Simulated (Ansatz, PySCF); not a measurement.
This Ansatz (a first-principles code) input computes a CCSD(T)/cc-pVDZ energy:

Ansatz 0.2 input:
```yaml
crystal:
  periodic: [false, false, false]
  atoms:
    - {symbol: N, position_ang: [-0.00000000, -0.00000000, -0.13532734]}
    - {symbol: H, position_ang: [0.00000000, 0.00000000, 0.94729136]}
basis:
  gaussian:
    orbitals: cc-pVDZ
total_charge: 1
magnetization: {spin_polarized: true, initial_magnetization: 1}
correlation: {method: ccsd_t, electrons: outside_noble_gas}
```

Problem. Write an input for the same energy in PySCF and say what it gives.

Solution. 
```python
from pyscf import gto, scf, mp, cc as ccmod

mol = gto.M(
    atom='''
    N    -0.00000000   -0.00000000   -0.13532734
    H     0.00000000    0.00000000    0.94729136
    ''',
    basis='cc-pvdz',
    charge=1,
    spin=1,
    symmetry='C2v',
    verbose=4,
)

mf = scf.UHF(mol)
mf.conv_tol = 1e-10
mf.max_cycle = 100
mf.kernel()
mp2 = mp.MP2(mf, frozen=1).run()
cc = ccmod.CCSD(mf, frozen=1)
cc.max_cycle = 100
cc.kernel()
et = cc.ccsd_t()
print(f'E(CCSD(T)) = {cc.e_tot + et:.9f}')
```
It gives -54.61254 Eh, and Ansatz -54.61220 Eh, a difference of 0.34 mEh, from the treatment of integrals.
